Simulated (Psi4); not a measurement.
C2H6N (SMILES CC[NH-]), charge -1, singlet, at a GFN2-xTB geometry (a gas-phase anion, which may not be bound at this level). Base run: CCSD(T)/def2-SV(P) in Psi4.

The Psi4 input:
```
memory 2 GB

molecule {
-1 1
  C     1.19119079   -0.38292669    0.00717213
  C    -0.13122655    0.52167957    0.02064457
  N    -1.34791120   -0.10755068    0.08388981
  H     2.09946740    0.22915829    0.01714482
  H     1.19406526   -1.03706791    0.87919469
  H     1.20063277   -1.00631015   -0.88849714
  H     0.06822949    1.23865150   -0.89692383
  H    -0.02730219    1.17890666    0.90869617
  H    -1.45949966   -0.68300083   -0.77374348
}

set basis def2-sv(p)

energy('ccsd(t)')
print_variables()
```

Variants of this job, named by their change:

```tsv
change	ΔE vs base (kcal/mol)	MP2 correlation (Eh)	basis functions	core-seconds (rough)
base	0.000	-0.43415	54	20
method = mp4	0.77	-0.43415	54	7
method = mp2	30.95	-0.43389	54	4
puream = on	0.000	-0.43415	54	20
method = scs-mp2	34.04	-0.43415	54	4
method = lccd	4.40	-0.43415	54	6
method = fno-ccsd(t)	0.000	-0.43415	54	10
method = cisd	43.05	-0.43415	54	7
puream = off	-16.06	-0.44757	57	20
method = mp2.5	22.82	-0.43389	54	4
```

A gas-phase anion may not be bound at this level; its values then depend on the basis.
